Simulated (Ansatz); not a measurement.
V(NH)F3 (VNF3H). Charge 0, multiplicity 1. Geometry PBE-D4/def2-SVP; atoms count from 1.

```xyz
6

V     0.3626   -0.2124    0.1218
N    -0.9733    0.5706   -0.3275
H    -1.8255    1.0696   -0.6131
F     0.7941    0.3173    1.7089
F     1.6164    0.1622   -1.0066
F     0.0258   -1.9072    0.1166
```

The restricted singlet is unstable towards broken spin symmetry in Hartree–Fock (as tested in another run); at PBE0-D4/def2-TZVP this wasn't settled.

Question: Estimate the Mulliken populations from the PBE0/def2-TZVP orbitals of Ansatz.

Answer: 
```
atom  charge (e)  d electrons
  V1        1.65         3.00
  N2       -0.63            –
  H3        0.27            –
  F4       -0.43            –
  F5       -0.43            –
  F6       -0.43            –
```
Mulliken values depend strongly on the basis.

Question: And the Mayer bond orders between heavy atoms (over 0.3)?

Answer: V1–N2 2.14 (1.61 Å); V1–F4 0.87 (1.73 Å); V1–F5 0.87 (1.73 Å); V1–F6 0.87 (1.73 Å).
